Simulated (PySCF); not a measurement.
C₆H₇O₃S (charge -1).
Geometry (GFN2-xTB, Å), atoms numbered from 1 in this order:
```xyz
17
C6H7O3S angstrom
C      2.0732    2.0870    0.9621
C      1.5618    1.0410    0.6781
C      1.0765   -0.2731    0.4171
C      0.8441   -0.7340   -1.0035
C     -0.3118   -0.4768   -0.1092
C     -1.2069   -1.5455    0.4304
S     -1.2678    1.0339   -0.5133
O     -0.3774    1.8709   -1.3094
O     -2.4066    0.5140   -1.2705
O     -1.6368    1.5957    0.7812
H      2.4254    3.0529    1.1672
H      1.4514   -1.0201    1.1179
H      1.1186   -1.7503   -1.2643
H      0.9931    0.0020   -1.7800
H     -0.6840   -2.4927    0.5906
H     -1.6371   -1.2033    1.3711
H     -2.0229   -1.6896   -0.2756
```

Probes without a nucleus sit at each ring's centroid and 1 Å off its mean plane on both sides; NICS is minus the shielding there, NICSzz its component along the normal. Level: GIAO PBE0/pcSseg-1 (PySCF, non-relativistic, gas phase) on the GFN2-xTB geometry, one conformer.

Ring bond lengths (Å), with Mayer bond orders in brackets: C3–C4 1.512 (0.92), C4–C5 1.484 (0.91), C5–C3 1.499 (0.86).

Task: Give the NICS values of each ring in ppm.

Result: 
```
    ring                                            type  NICS(0)  NICS(1), two faces  NICS(1)zz, two faces  rms pucker (Å)  centre to ring atoms, mean (Å)
C3–C4–C5  3-membered carbocycle; formal bonds all single    -43.0         -9.5 / -8.6         -23.7 / -21.8            0.00                            0.86
```

Task: What can be read from them?

Result: 
- C3–C4–C5: mean NICS(1)zz -22.8 ppm, shielded. C3, C4, C5 have four or more neighbours, so the value isn't read as a sign of a π ring current. NICS(0) lies 34 ppm below the mean NICS(1).
